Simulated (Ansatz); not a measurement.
## What each rung costs, and what it gives

Saddle point of SiHBrF$_{4}$, closed shell (SiF₄ ([F][Si]([F])([F])[F]) + HBr → SiBrF₃ ([F][Si]([F])([F])[Br]) + HF; bonds formed: Si1–Br7, F2–H6; bonds broken: Si1–F2, H6–Br7), PBE0-D4/def2-TZVP structure:

```tsv
atom	x (Å)	y (Å)	z (Å)
Si1	-0.4766	-0.2136	-0.1700
F2	0.9056	-0.7450	0.7902
F3	-0.2598	-1.3889	-1.1920
F4	-1.4563	-0.4886	1.0290
F5	-1.3654	0.7678	-1.0465
H6	1.4901	0.3402	0.6647
Br7	1.1624	1.7281	-0.0750
```

Barriers are electronic and count from the start structure reached by relaxing down the imaginary mode.

Ansatz 0.2.0; basis: as named in each row; cores frozen in the correlated methods. Filled d shells of the heavier atoms are correlated. The def2 sets are not built for correlating such inner shells, so the correlated values are less sure here. B3LYP uses VWN-RPA correlation. Extrapolation: Hartree–Fock as exp(−7.88 √X), correlation as X^−2.97.

Times are rough, for one single point on 8 threads of a shared host (Arm Neoverse V2).

The estimate by CCSD(T) at an estimated basis limit (MP2 extrapolated from triple and quadruple zeta, plus CCSD(T) − MP2 in triple zeta) is 1.877 eV.

```json
{"method": "HF", "basis": "STO-3G", "time (s)": "under 1", "barrier (eV)": "1.491", "method less estimate": "-0.386"}
{"method": "PBE-D4", "basis": "STO-3G", "time (s)": "under 1", "barrier (eV)": "-0.429", "method less estimate": "-2.306"}
{"method": "SPW92", "basis": "def2-SVP", "time (s)": "under 1", "barrier (eV)": "0.710", "method less estimate": "-1.167"}
{"method": "PBE-D4", "basis": "def2-SVP", "time (s)": "under 1", "barrier (eV)": "1.140", "method less estimate": "-0.737"}
{"method": "B3LYP-D4", "basis": "6-31G", "time (s)": "under 1", "barrier (eV)": "1.323", "method less estimate": "-0.554"}
{"method": "SPW92", "basis": "def2-TZVPP", "time (s)": "under 1", "barrier (eV)": "1.019", "method less estimate": "-0.858"}
{"method": "PBE0-D4", "basis": "def2-SVP", "time (s)": "under 1", "barrier (eV)": "1.384", "method less estimate": "-0.493"}
{"method": "PBE-D4", "basis": "def2-TZVPP", "time (s)": "under 1", "barrier (eV)": "1.430", "method less estimate": "-0.447"}
{"method": "BLYP-D4", "basis": "def2-TZVPP", "time (s)": "1", "barrier (eV)": "1.682", "method less estimate": "-0.195"}
{"method": "B3LYP-D4", "basis": "def2-TZVPP", "time (s)": "1", "barrier (eV)": "1.826", "method less estimate": "-0.051"}
{"method": "BHLYP-D4", "basis": "def2-TZVPP", "time (s)": "2", "barrier (eV)": "2.057", "method less estimate": "0.180"}
{"method": "PBE0-D4", "basis": "def2-TZVPP", "time (s)": "2", "barrier (eV)": "1.651", "method less estimate": "-0.226"}
{"method": "CAM-B3LYP-D4", "basis": "def2-TZVPP", "time (s)": "2", "barrier (eV)": "1.855", "method less estimate": "-0.023"}
{"method": "r2SCAN-D4", "basis": "def2-TZVPP", "time (s)": "2", "barrier (eV)": "1.596", "method less estimate": "-0.281"}
{"method": "RPA on PBE", "basis": "def2-TZVPP", "time (s)": "2", "barrier (eV)": "1.948", "method less estimate": "0.071"}
{"method": "wB97M-V", "basis": "def2-SVP", "time (s)": "3", "barrier (eV)": "1.447", "method less estimate": "-0.430"}
{"method": "r2SCAN0-D4", "basis": "def2-TZVPP", "time (s)": "3", "barrier (eV)": "1.746", "method less estimate": "-0.131"}
{"method": "B2PLYP", "basis": "def2-TZVPP", "time (s)": "3", "barrier (eV)": "1.909", "method less estimate": "0.032"}
{"method": "PBE-QIDH", "basis": "def2-TZVPP", "time (s)": "3", "barrier (eV)": "1.819", "method less estimate": "-0.058"}
{"method": "B97M-V", "basis": "def2-TZVPP", "time (s)": "3", "barrier (eV)": "1.852", "method less estimate": "-0.025"}
{"method": "wB97X-V", "basis": "def2-TZVPP", "time (s)": "3", "barrier (eV)": "1.807", "method less estimate": "-0.070"}
{"method": "wB97M-V", "basis": "def2-TZVPP", "time (s)": "4", "barrier (eV)": "1.745", "method less estimate": "-0.132"}
{"method": "CCSD(T)", "basis": "def2-SVP", "time (s)": "5", "barrier (eV)": "1.904", "method less estimate": "0.026"}
{"method": "MP2", "basis": "def2-QZVPP", "time (s)": "9", "barrier (eV)": "1.821", "method less estimate": "-0.056"}
{"method": "CCSD(T)", "basis": "def2-TZVPP", "time (s)": "120", "barrier (eV)": "1.955", "method less estimate": "0.078"}
```

All methods are single points on the PBE0-D4 structures; a negative value means that the method puts the saddle structure below the start.

The T1 diagnostic stays at or below 0.011.

Labels in which every atom is bracketed show which atoms are joined, not bond orders.
